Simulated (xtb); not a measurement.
xtb input (GFN2-xTB):

```bash
xtb mol.xyz --gfn 2 --ohess tight --chrg 0 --uhf 0
```
mol.xyz:
```
5

F     -0.04274163     1.69854924    -1.14497115
Si    -0.04463024     0.66695566     0.04160301
F     -0.01936272     1.47990357     1.37025966
Br     1.85371056    -0.52534682    -0.03871189
Br    -1.82000673    -0.60601977    -0.09471298
```

End of the output:

```
       4    192.89    -0.65589 ( 99.55%)    -0.65654 (  0.45%)    -0.65589
       5    215.23    -0.59597 ( 99.71%)    -0.62409 (  0.29%)    -0.59605
   ------------------------------------------------------------------------

   temp. (K)  partition function   enthalpy   heat capacity  entropy
                                   cal/mol     cal/K/mol   cal/K/mol   J/K/mol
 298.15  VIB   32.4                 2333.253     12.884     14.679
         ROT  0.354E+06              888.752      2.981     28.374
         INT  0.115E+08             3222.006     15.865     43.054
         TR   0.328E+28             1481.254      4.968     42.128
         TOT                        4703.2596    20.8334    85.1816   356.3998

       T/K    H(0)-H(T)+PV         H(T)/Eh          T*S/Eh         G(T)/Eh
   ------------------------------------------------------------------------
    298.15    0.749512E-02    0.156698E-01    0.404725E-01   -0.248028E-01
   ------------------------------------------------------------------------

         :::::::::::::::::::::::::::::::::::::::::::::::::::::
         ::                  THERMODYNAMIC                  ::
         :::::::::::::::::::::::::::::::::::::::::::::::::::::
         :: total free energy         -19.582995487152 Eh   ::
         ::.................................................::
         :: total energy              -19.558192735820 Eh   ::
         :: zero point energy           0.008174648528 Eh   ::
         :: G(RRHO) w/o ZPVE           -0.032977399860 Eh   ::
         :: G(RRHO) contrib.           -0.024802751332 Eh   ::
         :::::::::::::::::::::::::::::::::::::::::::::::::::::

optimized geometry written to: xtbopt.xyz

           -------------------------------------------------
          | TOTAL ENERGY              -19.558192735820 Eh   |
          | TOTAL ENTHALPY            -19.542522966029 Eh   |
          | TOTAL FREE ENERGY         -19.582995487152 Eh   |
          | GRADIENT NORM               0.000222072855 Eh/α |
          | HOMO-LUMO GAP               6.627285166292 eV   |
           -------------------------------------------------

------------------------------------------------------------------------
------------------------------------------------------------------------
Note: The following floating-point exceptions are signalling: IEEE_DENORMAL
normal termination of xtb
 total:
 SCF:
 ANC optimizer:
 analytical hessian:
```
